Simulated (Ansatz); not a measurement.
Reaction (cleavage of the Si–Ge bond): `F[Si](F)(S)[GeH3]` + CH₃OH → `CO[Si](F)(F)S` + GeH₄

Calculated with Ansatz (gas phase, PBE0-D4/def2-TZVP geometries, no zero-point term in ΔE). CBS: MP2 limit from def2 TZ/QZ plus the TZ coupled-cluster correction, frozen cores. This one scheme is used for every species. Functionals use def2-TZVPP. HSE06 is defined as in plane-wave codes. For Ge outer-core shells are correlated without core-valence functions, which leaves a few kJ/mol of doubt a bond. Scalar relativity is left out up to krypton. Each species was taken in one conformer, which may not be the lowest.

`F[Si](F)(S)[GeH3]`:

```xyz
9

F    -0.973    0.643   -2.021
Si   -0.676    0.626   -0.460
F    -0.459    2.139   -0.015
S    -2.439   -0.159    0.413
Ge    1.303   -0.592    0.019
H    -1.927   -0.075    1.654
H     1.187   -2.001   -0.575
H     1.450   -0.699    1.545
H     2.534    0.118   -0.560
```

CH₃OH:

Z-matrix (Å, degrees):
```
C
O 1 1.409
H 1 1.097 2 112.4
H 1 1.090 2 107.0 3 -118.5
H 1 1.097 2 112.4 3 123.0
H 2 0.959 1 108.5 3 -61.6
```

`CO[Si](F)(F)S`:

Cartesian coordinates in Å:
```
C -1.358 0.797 0.510
O -0.602 -0.126 -0.255
Si 0.912 -0.587 0.031
F 1.766 0.695 0.406
F 1.025 -1.545 1.284
S 1.688 -1.641 -1.605
H -1.705 0.333 1.437
H -0.772 1.688 0.751
H -2.224 1.091 -0.083
H 1.271 -0.705 -2.476
```

GeH₄:

Cartesian coordinates in Å:
```
Ge 0.000 0.000 0.000
H 0.158 0.895 1.236
H 1.273 0.076 -0.853
H -1.200 0.479 -0.828
H -0.231 -1.450 0.445
```

CCSD(T)/CBS gives -109.1 kJ/mol.

Problem. Another level gave -83.6 kJ/mol. Which?
A. revPBE/def2-TZVPP
B. BHLYP-D4/def2-TZVPP
C. r2SCAN-D4/def2-TZVPP
D. HSE06/def2-TZVPP

Solution. A. revPBE -83.6, r2SCAN-D4 -108.6, BHLYP-D4 -118.3, HSE06 -96.6 kJ/mol.

Largest T1 diagnostic among the species: 0.012.

In def2-TZVPP, CCSD(T) changes the Hartree–Fock value by +21.7 kJ/mol (the triples alone add +2.7 kJ/mol) and MP2 by +19.3 kJ/mol. From PBE to PBE0 (25 % exact exchange), in def2-TZVPP and without D4, ΔE moves by −9.8 kJ/mol.

CCSD(T)/CBS has its own doubt, a few kJ/mol and more with outer-core shells, so smaller differences from it don't rank the levels.
